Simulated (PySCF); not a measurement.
A structure optimised at TPSSh-D3(BJ)/def2-SVP, used in a PySCF frequency run:

```xyz
9

C     -2.5863    -1.0810     0.0000
C     -1.2771    -1.3739     0.0000
Si     0.0535    -0.0949     0.0000
Cl    -0.7596     1.7971     0.0000
Cl     1.2529    -0.2988    -1.6615
Cl     1.2529    -0.2988     1.6615
H     -2.9438    -0.0463     0.0000
H     -3.3510    -1.8646     0.0000
H     -0.9570    -2.4238     0.0000
```

Q: Write its SMILES, formula and point group.

A: C=C[Si](Cl)(Cl)Cl, C2H3Cl3Si, Cs

Q: What are its rotational constants (standard atomic weights)?

A: 1.3998, 1.2058, 1.1242 GHz
